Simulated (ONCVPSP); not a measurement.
**O: one change to an ONCV potential, before and after**

- Element: O
- Generator: ONCVPSP 4.0.1
- Type: optimised norm-conserving Vanderbilt (ONCV)
- Functional: PBEsol
- Relativity: scalar-relativistic
- Frozen core: [He]
- Valence charge: 6
- Reference configuration: 2s2 2p4
- Partial waves: 2s: rc 0.90 bohr, ncon 5, nbas 8, qcut 9.4 1/bohr, local; 2p: rc 1.05 bohr, ncon 4, nbas 8, qcut 8.3 1/bohr, 2 projectors, debl 2.5 Ha
- Local potential: the s channel
- Core correction: polynomial model core, fcfact 0.2

Change: s: qcut 6.1; p: qcut 5.4.

Cutoffs: the cutoffs (Ha) at which the residual kinetic energy of the hardest occupied pseudo-wave falls to 1 and 0.1 mHa per electron; they do not see the model core or the augmentation charge, which bear on the density cutoff. Errors are all-electron minus pseudo energies relative to the spin-unpolarised reference configuration.

Task: What does the change do?

Result: The potential gets harder (61 Ha and 175 Ha → 178 Ha and 207 Ha); of the 4 tests that both files solve, the error grows in 4 and shrinks in 0 by more than 15 % and 0.3 meV (median size 41.1 → 80.6 meV); neither file shows a bound ghost.

```csv
quantity,base,changed
"cutoff, loose",61 Ha,178 Ha
"cutoff, tight",175 Ha,207 Ha
loose cutoff by channel,"s 42 Ha, p 61 Ha","s 157 Ha, p 178 Ha"
bound ghosts,none,none
GHOST(+) flags under 300 eV,none,none
"error for 2s2 2p3, meV [ΔE 16.36 eV]",+7.7,+16
"error for 2s2 2p2, meV [ΔE 49.84 eV]",+75,+145
"error for 2s2 2p1, meV [ΔE 103.54 eV]",+324,+604
"error for 2s2 2p3.5, meV [ΔE 6.25 eV]",+0.9,+2.2
s: phases at 0.91 bohr within 0.05 rad from the reference energy up to (Ha; the scan ends near 5),to the end of the scan,to the end of the scan
p: phases at 1.06 bohr within 0.05 rad from the reference energy up to (Ha; the scan ends near 5),to the end of the scan,to the end of the scan
"rms error of d²Exc/dni dnj with the model core, mHa",1.25,1.41
```
